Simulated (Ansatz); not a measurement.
TiI3H, SMILES [I][TiH]([I])[I], multiplicity 1.

Geometry: B3LYP-D3(BJ)/def2-SVP. The multiplicity is an assumed one; no other spin state was optimised. The structure was generated by enumeration; whether it is a known compound was not checked. The def2 effective core potentials stand for the cores of I; spin–orbit coupling is left out.

Two levels are set side by side: PBE/def2-SVPD (Ansatz, an electronic-structure program) and PBE0/def2-SVPD (Ansatz). Energy differences of separate SCF runs at the same geometry; the states with an electron removed or added have multiplicity 2 and 2. Differences are taken from unrounded values.

| quantity | PBE0 |
|---|---|
| vertical ionisation energy (eV) | 9.48 |
| vertical electron affinity (eV) | 2.72 |
| vertical singlet–triplet gap (eV) | 2.35 |

**Question.** What does PBE give, and how far is it from PBE0? (Estimate from the structure and the level; the computed values follow.)

**Answer.** 
```csv
quantity,PBE,PBE minus PBE0
vertical ionisation energy (eV),9.13,-0.35
vertical electron affinity (eV),2.06,-0.66
vertical singlet–triplet gap (eV),2.59,0.24
```
